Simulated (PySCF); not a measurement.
PySCF job for Ru(NH3)6 (H18N6Ru), SMILES [NH3]->[Ru+2](<-[NH3])(<-[NH3])(<-[NH3])(<-[NH3])<-[NH3], charge +2, multiplicity 1, TDA-B3LYP/def2-SVP. The structure is a stationary point at B3LYP-D3(BJ)/def2-SVP. The spin state was assumed, not searched. The isomer is the one that the SMILES or the coordinates give; other isomers of the formula were not compared. The def2 effective core potentials stand for the cores of Ru; spin–orbit coupling is left out.

```python
import numpy as np
from pyscf import gto, scf, dft, tdscf

mol = gto.M(
    atom='''
    Ru    0.00000000    0.00000000   -0.00000000
    N     1.54952415    0.90614965   -1.27202098
    H     2.49008603    0.91016474   -0.86224036
    H     1.37228171    1.89010690   -1.50239622
    H     1.67151905    0.44913116   -2.18237335
    N     0.00998762   -1.79500239   -1.27202057
    H     0.95074103   -2.13348460   -1.50239494
    H    -0.44679865   -1.67214402   -2.18237337
    H    -0.45681649   -2.61156031   -0.86224017
    N     1.54952322   -0.90614965    1.27202211
    H     2.49008539   -0.91016474    0.86224219
    H     1.37228060   -1.89010690    1.50239722
    H     1.67151745   -0.44913116    2.18237458
    N    -1.55951039    0.88885137   -1.27202212
    H    -2.32302109    0.24337609   -1.50239698
    H    -1.22471799    1.22301051   -2.18237469
    H    -2.03326859    1.70139465   -0.86224230
    N     0.00998671    1.79500238    1.27202058
    H     0.95073994    2.13348461    1.50239563
    H    -0.44680025    1.67214402    2.18237304
    H    -0.45681711    2.61156031    0.86223984
    N    -1.55951132   -0.88885137    1.27202097
    H    -2.03326922   -1.70139464    0.86224082
    H    -2.32302219   -0.24337608    1.50239528
    H    -1.22471960   -1.22301051    2.18237380
    ''',
    basis='def2-SVP',
    ecp={'Ru': 'def2-svp'},
    charge=2,
    spin=0,
    symmetry=True,
    max_memory=1600,
    verbose=4,
)
mf = dft.RKS(mol, xc='b3lyp').density_fit(auxbasis='def2-universal-jkfit')
mf.grids.level = 3
mf.conv_tol = 1e-9
mf.max_cycle = 100
mf.kernel()
mf.grids = dft.Grids(mol).set(level=1).build(with_non0tab=True)  # coarser grid for the response kernel
td = tdscf.TDA(mf)
td.singlet = True
td.nstates = 6
td.conv_tol = 1e-4
td.kernel(x0=td.get_init_guess(mf, 11))
td.analyze()
tt = tdscf.TDA(mf)
tt.singlet = False
tt.nstates = 2
tt.conv_tol = 1e-4
tt.kernel(x0=tt.get_init_guess(mf, 7))
tt.analyze(verbose=3)
```

Output:

```
PySCF version 2.14.0

[INPUT] verbose = 4
[INPUT] num. atoms = 25
[INPUT] num. electrons = 74
[INPUT] charge = 2
[INPUT] spin (= nelec alpha-beta = 2S) = 0
[INPUT] symmetry True subgroup None
[INPUT] Mole.unit = angstrom
[INPUT] Symbol           X                Y                Z      unit          X                Y                Z       unit  Magmom
[INPUT]  1 Ru     0.000000000000   0.000000000000   0.000000000000 AA    0.000000000000   0.000000000000   0.000000000000 Bohr   0.0
[INPUT]  2 N      1.549524150000   0.906149650000  -1.272020980000 AA    2.928176266899   1.712374666370  -2.403771276901 Bohr   0.0
[INPUT]  3 H      2.490086030000   0.910164740000  -0.862240360000 AA    4.705580623306   1.719962086836  -1.629398133946 Bohr   0.0
[INPUT]  4 H      1.372281710000   1.890106900000  -1.502396220000 AA    2.593236597650   3.571784387151  -2.839117386382 Bohr   0.0
[INPUT]  5 H      1.671519050000   0.449131160000  -2.182373350000 AA    3.158713216493   0.848734886408  -4.124087933050 Bohr   0.0
[INPUT]  6 N      0.009987620000  -1.795002390000  -1.272020570000 AA    0.018873866436  -3.392062910040  -2.403770502113 Bohr   0.0
[INPUT]  7 H      0.950741030000  -2.133484600000  -1.502394940000 AA    1.796640162087  -4.031701584977  -2.839114967532 Bohr   0.0
[INPUT]  8 H     -0.446798650000  -1.672144020000  -2.182373370000 AA   -0.844327081325  -3.159894238629  -4.124087970844 Bohr   0.0
[INPUT]  9 H     -0.456816490000  -2.611560310000  -0.862240170000 AA   -0.863258055285  -4.935133743684  -1.629397774898 Bohr   0.0
[INPUT] 10 N      1.549523220000  -0.906149650000   1.272022110000 AA    2.928174509454  -1.712374666370   2.403773412291 Bohr   0.0
[INPUT] 11 H      2.490085390000  -0.910164740000   0.862242190000 AA    4.705579413881  -1.719962086836   1.629401592145 Bohr   0.0
[INPUT] 12 H      1.372280600000  -1.890106900000   1.502397220000 AA    2.593234500054  -3.571784387151   2.839119276108 Bohr   0.0
[INPUT] 13 H      1.671517450000  -0.449131160000   2.182374580000 AA    3.158710192931  -0.848734886408   4.124090257413 Bohr   0.0
[INPUT] 14 N     -1.559510390000   0.888851370000  -1.272022120000 AA   -2.947047525514   1.679685654744  -2.403773431189 Bohr   0.0
[INPUT] 15 H     -2.323021090000   0.243376090000  -1.502396980000 AA   -4.389873641689   0.459914155367  -2.839118822574 Bohr   0.0
[INPUT] 16 H     -1.224717990000   1.223010510000  -2.182374690000 AA   -2.314381580928   2.311154911365  -4.124090465283 Bohr   0.0
[INPUT] 17 H     -2.033268590000   1.701394650000  -0.862242300000 AA   -3.842320772781   3.215169918300  -1.629401800015 Bohr   0.0
[INPUT] 18 N      0.009986710000   1.795002380000   1.272020580000 AA    0.018872146785   3.392062891142   2.403770521010 Bohr   0.0
[INPUT] 19 H      0.950739940000   2.133484610000   1.502395630000 AA    1.796638102285   4.031701603875   2.839116271443 Bohr   0.0
[INPUT] 20 H     -0.446800250000   1.672144020000   2.182373040000 AA   -0.844330104887   3.159894238629   4.124087347234 Bohr   0.0
[INPUT] 21 H     -0.456817110000   2.611560310000   0.862239840000 AA   -0.863259226915   4.935133743684   1.629397151289 Bohr   0.0
[INPUT] 22 N     -1.559511320000  -0.888851370000   1.272020970000 AA   -2.947049282959  -1.679685654744   2.403771258004 Bohr   0.0
[INPUT] 23 H     -2.033269220000  -1.701394640000   0.862240820000 AA   -3.842321963308  -3.215169899403   1.629399003220 Bohr   0.0
[INPUT] 24 H     -2.323022190000  -0.243376080000   1.502395280000 AA   -4.389875720387  -0.459914136470   2.839115610039 Bohr   0.0
[INPUT] 25 H     -1.224719600000  -1.223010510000   2.182373800000 AA   -2.314384623387  -2.311154911365   4.124088783426 Bohr   0.0

nuclear repulsion = 513.130192148277
point group symmetry = D3, use subgroup C2
symmetry origin: [-9.08522202e-10 -7.26817760e-10 -9.08522146e-10]
symmetry axis x: [-2.48226494e-10  1.00000000e+00  3.08743877e-08]
symmetry axis y: [ 1.15452671e-07 -3.08743877e-08  1.00000000e+00]
symmetry axis z: [ 1.00000000e+00  2.48230058e-10 -1.15452671e-07]
num. orbitals of irrep A = 104
num. orbitals of irrep B = 101
number of shells = 101
number of NR pGTOs = 327
number of NR cGTOs = 205
basis = def2-SVP
ecp = {'Ru': 'def2-svp'}


[settings echo left out]
init E= -424.51389674223
HOMO (A) = -0.616689615022829  LUMO (B) = -0.44579230446923  gap/eV = 4.65035
cycle= 1 E= -432.72415144319  delta_E= -8.21  |g|= 1.91  |ddm|=  4.9
HOMO (A) = -0.193119674854941  LUMO (B) = -0.192614401634896  gap/eV = 0.01375

WARN: A HOMO -0.193119674854941 > system LUMO -0.192614401634896


WARN: B HOMO -0.193127587617214 > system LUMO -0.192614401634896


WARN: B LUMO -0.192614401634896 < system HOMO -0.193119674854941

cycle= 2 E= -423.549934036989  delta_E= 9.17  |g|= 4.33  |ddm|= 11.8
HOMO (B) = -0.680731081442717  LUMO (B) = -0.464622394445209  gap/eV = 5.88062
cycle= 3 E= -433.009828552589  delta_E= -9.46  |g|= 1.61  |ddm|= 11.7
HOMO (B) = -0.641765487354962  LUMO (B) = -0.444193247515154  gap/eV = 5.37621
cycle= 4 E= -433.327696481303  delta_E= -0.318  |g|= 1.12  |ddm|= 0.447
HOMO (A) = -0.500543715736253  LUMO (A) = -0.287950641248781  gap/eV = 5.78495
cycle= 5 E= -433.625807374813  delta_E= -0.298  |g|= 0.334  |ddm|= 0.984
HOMO (B) = -0.468761010179731  LUMO (A) = -0.283245406348449  gap/eV = 5.04814
cycle= 6 E= -433.652338858901  delta_E= -0.0265  |g|= 0.0315  |ddm|= 0.303
HOMO (A) = -0.46382418279612  LUMO (A) = -0.281794980595116  gap/eV = 4.95327
cycle= 7 E= -433.652589401846  delta_E= -0.000251  |g|= 0.00905  |ddm|= 0.0543
HOMO (B) = -0.463628136677308  LUMO (A) = -0.281511338439056  gap/eV = 4.95565
cycle= 8 E= -433.652607223653  delta_E= -1.78e-05  |g|= 0.00245  |ddm|= 0.00891
HOMO (A) = -0.463964914486095  LUMO (A) = -0.28156554309175  gap/eV = 4.96334
cycle= 9 E= -433.652608610644  delta_E= -1.39e-06  |g|= 0.000908  |ddm|= 0.00243
HOMO (A) = -0.464036079030031  LUMO (A) = -0.281577810275857  gap/eV = 4.96494
cycle= 10 E= -433.652608795222  delta_E= -1.85e-07  |g|= 8.75e-05  |ddm|= 0.000736
HOMO (A) = -0.464047420850967  LUMO (A) = -0.281580842286887  gap/eV = 4.96517
cycle= 11 E= -433.652608797095  delta_E= -1.87e-09  |g|= 2.2e-05  |ddm|= 0.000104
HOMO (A) = -0.464046040724289  LUMO (A) = -0.28158080266936  gap/eV = 4.96513
cycle= 12 E= -433.652608797181  delta_E= -8.54e-11  |g|= 9.63e-06  |ddm|= 2.5e-05
HOMO (A) = -0.464046493621007  LUMO (A) = -0.281580732616922  gap/eV = 4.96515
Extra cycle  E= -433.652608797155  delta_E= 2.55e-11  |g|= 1.47e-05  |ddm|= 1.9e-05
converged SCF energy = -433.652608797155
tot grids = 83304


******** <class 'pyscf.tdscf.rks.TDA'> for <class 'pyscf.df.df_jk.DFSymAdaptedRKS'> ********
nstates = 6 singlet
deg_eia_thresh = 1.000e-03
wfnsym = None
conv_tol = 0.0001
eigh lindep = 1e-12
eigh level_shift = 0
eigh max_cycle = 100


Excitation energies (eV)
[3.10039827 3.10277597 3.10326684 3.87343349 3.87456202 3.87471073]

** Singlet excitation energies and oscillator strengths **
Excited State   1:    B      3.10040 eV    399.90 nm  f=0.0000
      36 -> 40        0.48034
      37 -> 39       -0.50784
Excited State   2:    B      3.10278 eV    399.59 nm  f=0.0000
      35 -> 39        0.48643
      36 -> 40       -0.36955
      37 -> 39       -0.33992
Excited State   3:    A      3.10327 eV    399.53 nm  f=0.0000
      35 -> 40        0.49912
      36 -> 39       -0.35072
      37 -> 40        0.34147
Excited State   4:    A      3.87343 eV    320.09 nm  f=0.0000
      35 -> 38        0.15616
      36 -> 39       -0.46007
      37 -> 40       -0.50589
Excited State   5:    A      3.87456 eV    320.00 nm  f=0.0000
      35 -> 40       -0.47427
      36 -> 39       -0.36965
      37 -> 38        0.18115
      37 -> 40        0.31360
Excited State   6:    B      3.87471 eV    319.98 nm  f=0.0000
      35 -> 39       -0.48698
      36 -> 38        0.18165
      36 -> 40       -0.33806
      37 -> 39       -0.32938

** Transition electric dipole moments (AU) **
state          X           Y           Z        Dip. S.      Osc.
  1         0.0000     -0.0001      0.0050      0.0000      0.0000
  2         0.0000     -0.0025     -0.0002      0.0000      0.0000
  3         0.0026     -0.0000      0.0000      0.0000      0.0000
  4        -0.0007      0.0000     -0.0000      0.0000      0.0000
  5         0.0100      0.0000      0.0000      0.0001      0.0000
  6         0.0000     -0.0100      0.0000      0.0001      0.0000

WARN: ECP detected. Skipping calculation of transition velocity and magnetic dipole moments, which have not yet been implemented.



******** <class 'pyscf.tdscf.rks.TDA'> for <class 'pyscf.df.df_jk.DFSymAdaptedRKS'> ********
nstates = 2 triplet
deg_eia_thresh = 1.000e-03
wfnsym = None
conv_tol = 0.0001
eigh lindep = 1e-12
eigh level_shift = 0
eigh max_cycle = 100


Excitation energies (eV)
[2.52685649 2.52940252]

** Triplet excitation energies and oscillator strengths **
Excited State   1:    B      2.52686 eV    490.67 nm  f=0.0000
Excited State   2:    B      2.52940 eV    490.17 nm  f=0.0000
```

Self-consistency was reached.

Cost: about 3 core-minutes (a rough figure).
